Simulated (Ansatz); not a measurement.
Cartesian coordinates in Å:
```
C -0.812 -1.403 0.551
P -0.103 0.051 -0.285
C -0.407 1.397 0.901
C 1.690 -0.226 -0.143
Cu -0.820 0.403 -2.272
F -1.413 0.694 -3.918
H -0.401 -1.520 1.557
H -0.596 -2.299 -0.033
H -1.895 -1.293 0.614
H 0.070 2.311 0.544
H -0.015 1.149 1.890
H -1.480 1.582 0.974
H 2.224 0.644 -0.529
H 1.983 -0.399 0.895
H 1.973 -1.090 -0.746
```

Total charge 0; spin multiplicity 1.

Q: List the r2SCAN/def2-TZVPP orbital energies in eV (Ansatz). (Estimate.)

A: The calculation gave: Occupied: -8775.27, -2089.71, -1051.78, -920.59, -920.51, -920.51, -662.54, -273.81, -273.81, -273.81, -177.06, -126.55, -126.55, -126.45, -115.77, -74.51, -74.27, -74.27, -26.70, -20.97, -18.92, -18.92, -14.73, -12.17, -11.78, -11.78, -11.06, -11.06, -10.61, -9.39, -9.39, -9.05, -7.42, -7.42, -7.40, -5.89, -5.89, -5.51, -5.51, -5.30. Lowest empty: -0.56, -0.56, -0.07, 0.77, 1.60, 1.66, 1.66, 2.39.
